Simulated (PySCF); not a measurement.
Ga+ (gallium, charge +1) across methods

[Ar] 3d9 4s2 4p1, one real determinant (an excited configuration). Computed with PySCF 2.14 in dyall-av2z (16s12p8d, 92 functions), with no relativity, point nucleus.

```
 method  E (hartree)  mean ε 4s α (eV)  mean ε 4s β (eV)  mean ε 4p α (eV)  Σ⟨r²⟩ (bohr²)   ⟨S²⟩
    PBE    -1923.532           -19.357           -18.334           -11.820          29.29  2.003
   PBE0    -1923.572           -20.641           -19.282           -12.923          29.26  2.004
wB97X-V    -1923.644           -23.125           -21.756           -15.077          29.33  2.003
    UHF  -1922.30770           -23.704           -21.086           -15.631          29.74  2.011
 r2SCAN    -1923.804           -19.700           -18.534           -12.169          29.15  2.006
  HSE06    -1923.571           -20.274           -18.996           -12.505          29.25  2.004
   BP86    -1924.083           -19.498           -18.536           -11.885          29.16  2.002
    LDA    -1920.786           -19.609           -18.679           -11.803          29.17  2.001
```

Task: Estimate the same row for B97-3.

Result: E (hartree) = -1923.659; mean ε 4s α (eV) = -20.521; mean ε 4s β (eV) = -19.203; mean ε 4p α (eV) = -12.765; Σ⟨r²⟩ (bohr²) = 29.22; ⟨S²⟩ = 2.003.

⟨L²⟩ = 8.01 against 12 for a pure F term, so this real determinant mixes terms.
